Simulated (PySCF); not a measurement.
B(OH)(OMe)(SiH3) (CH7BO2Si), SMILES [SiH3]B(OC)O.

Coordinates come from a B3LYP-D3(BJ)/def2-SVP optimisation. The structure was generated by enumeration, and PubChem lists no compound with its InChIKey, so it may never have been made. One conformer was computed; it need not be the lowest.

All values below come from TDDFT-ωB97X/def2-SVPD (PySCF).

Vertical excitations.  State labels are in the subgroup Cs.

```
state  symmetry  energy (eV)  λ (nm)      f                                                             main pairs
-----  --------  -----------  ------  -----  ---------------------------------------------------------------------
S1           A"         6.53     190  0.019                                                       HOMO→LUMO+1 94 %
S2           A'         7.62     163  0.026                                                         HOMO→LUMO 78 %
S3           A'         7.97     156  0.009  HOMO→LUMO+2 29 %, HOMO−1→LUMO+1 27 %, HOMO→LUMO 13 %, HOMO→LUMO+4 7 %
S4           A'         8.15     152  0.096                                   HOMO−1→LUMO+1 60 %, HOMO→LUMO+2 18 %
S5           A"         8.53     145  0.013                                                       HOMO−1→LUMO 75 %
S6           A"         8.57     145  0.006                                                     HOMO−3→LUMO+1 83 %
S7           A"         8.68     143  0.000                                   HOMO→LUMO+6 49 %, HOMO−4→LUMO+1 42 %
S8           A'         8.74     142  0.122                   HOMO→LUMO+4 43 %, HOMO→LUMO+3 17 %, HOMO→LUMO+2 16 %
S9           A'         8.91     139  0.034                                   HOMO−2→LUMO+1 59 %, HOMO−3→LUMO 15 %
S10          A"         8.97     138  0.004                                                     HOMO−1→LUMO+2 60 %
T1           A"         5.65     220      0                                                       HOMO→LUMO+1 92 %
T2           A'         6.99     177      0                                                     HOMO−1→LUMO+1 84 %
T3           A'         7.26     171      0                     HOMO→LUMO 43 %, HOMO→LUMO+2 27 %, HOMO→LUMO+5 14 %
T4           A'         7.57     164      0   HOMO→LUMO 37 %, HOMO→LUMO+2 17 %, HOMO→LUMO+4 14 %, HOMO→LUMO+3 13 %
```
Triplets are in the Tamm–Dancoff approximation, which puts them higher than full response would, so one can lie above its singlet here.
